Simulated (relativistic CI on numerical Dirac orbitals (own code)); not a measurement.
# d1 to d9 in one octahedral field

Computed with a parametric ligand-field model without spin-orbit coupling, by exact diagonalisation: B = 330, C = 1600, 10Dq = 33600 cm⁻¹ (Oh; |10Dq|/B = 101.8) for every shell. Energies in cm⁻¹; the field energy is (0.6 n_e − 0.4 n_t2) × 10Dq of the ground term; g labels are left out. So small a B with so large a field is typical of 4d and 5d ions, where spin-orbit coupling, left out here, reaches 1,000 to 4,000 cm⁻¹.

```
Shell  Ground term  Electrons in e  Field energy  First spin-allowed bands  Lowest term of other spin
   d1          2T2           0.000        -13440                  2E 33600                           
   d2          3T1           0.003        -26782      3T2 32717, 3T1 36784                   1T2 5248
   d3          4A2           0.000        -40320      4T2 33600, 4T1 37433                    2E 7548
   d4          3T1           0.006        -53575       3E 31939, 3T1 32346                   1T2 4820
   d5          2T2           0.011        -66831      2A2 31381, 2T1 31497                  4T1 25904
   d6          1A1           0.009        -80325      1T1 32272, 1T2 37258                  3T1 28977
   d7            ?               ?             ?                         ?                          ?
   d8          3A2           2.000        -40320      3T2 33600, 3T1 37433                    1E 5821
   d9           2E           3.000        -20160                 2T2 33600
```

Problem. Fill in the row of d7.

Solution. Ground term: 2E; Electrons in e: 1.006; Field energy: -60292; First spin-allowed bands: 2T1 32201, 2T2 32650; Lowest term of other spin: 4T1 25989. Low spin: d4, d5, d6, d7; the other shells keep the spin of the free ion. Only d4 to d7 can choose; the field needed to pair spins is smallest for d6 and largest for d5, which loses most exchange energy. In the strong-field picture 10Dq must exceed about 6B + 5C = 9980 (d4), 7.5B + 5C = 10475 (d5), 2.5B + 4C = 7225 (d6) and 4B + 4C = 7720 (d7); mixing of terms shifts these bounds somewhat.
